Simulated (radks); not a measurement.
Values are calculated unless marked as measured or tabulated.
Correlation energies from several functionals, in hartree. Species: Se4+ [Ar] 3d10 4s2; Au [Xe] 4f14 5d10 6s1; Re [Xe] 4f14 5d5 6s2. Level of theory: non-relativistic Kohn-Sham, r2SCAN, spin-polarised, spherical densities, point nucleus; meta-GGA in the generalised Kohn-Sham scheme (a radial shooting solver on a logarithmic mesh with Libxc functionals). Every spin shell is full or empty, so the densities are truly spherical. Functionals are evaluated on that one density, not self-consistently.

| functional | Se4+ | Au | Re |
|---|---|---|---|
| PW92 | -2.8624 | -8.2060 | -7.6665 |
| Wigner | -1.6154 | -4.2587 | -3.9439 |
| PBE | -1.4959 | -4.8364 | -4.4760 |
| LYP | -1.5122 | -4.2842 | -3.9900 |
| PW91 | -1.6315 | -5.1861 | -4.8074 |
| OP (B88) | -1.4629 | -4.1988 | -3.8973 |
| TPSS | -1.5001 | -4.8331 | -4.4726 |
| revTPSS | -1.5207 | -4.8744 | -4.5136 |
| B95 | -1.8317 | -5.9819 | -5.5403 |
| Tao-Mo | -1.4318 | -4.7273 | -4.3708 |
